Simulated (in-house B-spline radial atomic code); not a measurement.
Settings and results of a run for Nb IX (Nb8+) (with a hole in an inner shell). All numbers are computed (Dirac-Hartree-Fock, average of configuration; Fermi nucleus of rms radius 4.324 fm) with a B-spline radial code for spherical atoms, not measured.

Command:
```bash
python run_scf.py task.json out
```
Settings (nuclear radius in fm, mass in u):
```
Z                41
configuration    1s1 2s2 2p6 3s2 3p6 3d10 4s2 4p4
hamiltonian      dirac
method           hf
spin_polarised   False
nucleus          fermi
rms_radius       4.324
atomic_mass      92.90637
speed_of_light   137.035999084
```

Output (hartree, bohr):
```
 radial grid: 65 intervals, B-splines of order 8, outer radius 11.954 bohr

 iter        energy (Eh)    residual
    1       -3080.808206    1.24e+00
    2       -3097.882489    6.26e-01
    3       -3100.920382    1.93e-01
    4       -3101.218721    5.79e-02
    5       -3101.244808    2.31e-02
    6       -3101.249640    4.36e-04
    7       -3101.249643    8.76e-05
    8       -3101.249643    1.88e-06
    9       -3101.249643    1.89e-07

 total energy                     -3101.24964
 kinetic                            3202.1365
 electron-nucleus                  -7503.2441
 electron-electron                  1199.8580

 first-order corrections (not in the total)
   Gaunt                             1.1420
   retardation                      -0.1522
   frequency dependence             -0.0083
   self-energy                       0.9721
   Uehling                          -0.1072
   Wichmann-Kroll                    0.0015
   recoil                            0.0136

 orbital      occ     eigenvalue          <r>       <r^2>       <1/r>       <r^4>     <1/r^3>       r_max    small
 1s1/2      1.000      -728.4364    0.0359272  0.00174632      42.619 9.39159e-06           -     0.02336  2.25e-02
 2s1/2      2.000      -110.3864      0.15468   0.0282932     9.90505  0.00138525           -      0.1312  4.82e-03
 2p1/2      2.000      -102.9058     0.131349   0.0211661      9.8277 0.000902441           -      0.1015  4.77e-03
 2p3/2      4.000       -99.0556     0.135789   0.0224974     9.37332    0.001007     2348.21      0.1052  4.62e-03
 3s1/2      2.000       -24.0318     0.428549     0.21021      3.4001   0.0679484           -      0.3856  1.29e-03
 3p1/2      2.000       -20.8312     0.421568    0.206701     3.29551   0.0693099           -      0.3713  1.23e-03
 3p3/2      4.000       -20.1698      0.43127    0.216118     3.18925   0.0756069      397.09      0.3801  1.20e-03
 3d3/2      4.000       -14.1907     0.408854    0.200101      3.0048   0.0760034     58.8055      0.3206  1.08e-03
 3d5/2      6.000       -14.0632     0.412177    0.203211     2.97609   0.0782279     56.1322      0.3233  1.07e-03
 4s1/2      2.000        -7.1801      1.04668     1.22798     1.29859     2.16198           -      0.9655  3.20e-04
 4p1/2      1.333        -6.1374      1.10055      1.3654     1.21946     2.72201           -       1.007  2.91e-04
 4p3/2      2.667        -6.0217      1.11934     1.41178     1.19316     2.90414     68.1235       1.026  2.84e-04
```

Time taken, with all properties: 1.3 s on 1 thread of Arm Neoverse N1 (shared host).

For the Dirac Hamiltonian the kinetic term is c α·p + (β - 1)c².
